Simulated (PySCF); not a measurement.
Dipole response of Al⁺ (aluminium, charge +1)

[Ne] 3s2, closed-shell 1S. Computed with PySCF 2.14 in dyall-av3z, with the non-relativistic Hamiltonian (point nucleus). Coupled (time-dependent) response in atomic units; α is the mean over directions.

| method | mean α (bohr³) | C₆ (like pair) | S(−4) |
| --- | --- | --- | --- |
| UHF | 26.32 | 139.0 | 374.1 |
| PBE | 24.24 | 122.3 | 321.7 |
| PBE0 | 24.75 | 126.3 | 334.1 |
| MN15 | 23.65 | 115.7 | 318.8 |
| r2SCAN0 | 25.10 | 131.9 | 328.3 |

S(−4) is the Cauchy moment in α(ω) = α(0) + S(−4) ω² + …

α(iu) at PBE:

| u (hartree) | α(iu) (bohr³) |
| --- | --- |
| 0 | 24.24 |
| 0.0500 | 23.46 |
| 0.100 | 21.40 |
| 0.200 | 15.86 |
| 0.300 | 11.12 |
| 0.500 | 5.741 |
| 0.750 | 3.015 |
| 1.00 | 1.851 |
| 1.50 | 0.9242 |
| 2.00 | 0.5697 |
| 3.00 | 0.2925 |
| 5.00 | 0.1261 |

For an ion, C₆ is the dispersion term alone; charge-induced terms of lower order in 1/R come first.
